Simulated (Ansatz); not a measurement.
Reaction (formal exchange of groups at the Si–C bond): `N[SiH2]C[SiH2]Cl` + `NCF` → `NC(F)[SiH2]Cl` + `C[SiH2]N`

Calculated with Ansatz (gas phase, PBE0-D4/def2-TZVP geometries, no zero-point term in ΔE). CCSD(T)/CBS is the MP2 limit (def2-TZVPP, def2-QZVPP) plus CCSD(T) − MP2 in def2-TZVPP, frozen cores. DFT in def2-TZVPP. One conformer a species, not always the lowest.

| level | ΔE (kJ/mol) |
| --- | --- |
| B2PLYP | 32.8 |
| r2SCAN | 32.1 |
| SCS-MP2/def2-TZVPP | 39.3 |
| HF/def2-QZVPP | 39.0 |

Question: What does CCSD(T)/CBS give? (Estimate.)

Answer: Ansatz gave: +37.2 kJ/mol. The listed levels differ from it by -4.4, -5.1, 2.1, 1.8 kJ/mol.

Largest T1 diagnostic among the species: 0.011.

The D4 term adds +3.8 kJ/mol with B3LYP and +2.2 kJ/mol with PBE0; it sums over pairs of atoms, weighted by their polarisabilities, and B3LYP, whose exchange is more repulsive, gets the larger term. From PBE to PBE0 (25 % exact exchange), in def2-TZVPP and without D4, ΔE moves by +6.0 kJ/mol.

B3LYP here is the variant with VWN-RPA as its local correlation; programs differ in this.
